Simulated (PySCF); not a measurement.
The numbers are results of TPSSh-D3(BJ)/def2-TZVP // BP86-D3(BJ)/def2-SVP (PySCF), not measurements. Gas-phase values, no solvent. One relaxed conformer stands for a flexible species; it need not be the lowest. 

Reference species: [Ti(OH)4] (neutral, multiplicity 1).

- HOMO–LUMO gap = 6.26 eV
- coordination number = 4
- charge on the central atom (Mulliken) = 1.50 e
- LUMO = -1.81 eV

Changed species: [Hf(OH)4] (M = Hf; the reference has M = Ti).

Q: What does the change do to the HOMO–LUMO gap, coordination number, charge on the central atom (Mulliken) and LUMO?

A: the HOMO–LUMO gap goes up by 1.06 eV, to 7.32 eV; the coordination number stays essentially unchanged; the charge on the central atom (Mulliken) goes up by 0.14 e, to 1.64 e; the LUMO rises by 1.68 eV, to -0.13 eV.
